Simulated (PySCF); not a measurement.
# Electron correlation in S⁺ (sulfur, charge +1)

[Ne] 3s1 3p4, high-spin 4P determinant (an excited configuration). Computed with PySCF 2.14 in aug-cc-pV(D+d)Z (5s4p3d, 32 functions), with no relativity, point nucleus. Frozen: [Ne]; 5 electrons correlated.

MP2 pair energies summed by pair of shells (mhartree):

```csv
pair,energy,share (%)
3p-3p,-68.54,92.0
3s-3p,-6.00,8.0
```

Total MP2 correlation energy: -74.54 mhartree.

Same-spin part -19.48 and opposite-spin part -55.06 mhartree; SCS-MP2 scales them by 1/3 and 6/5 to -72.56 mhartree.
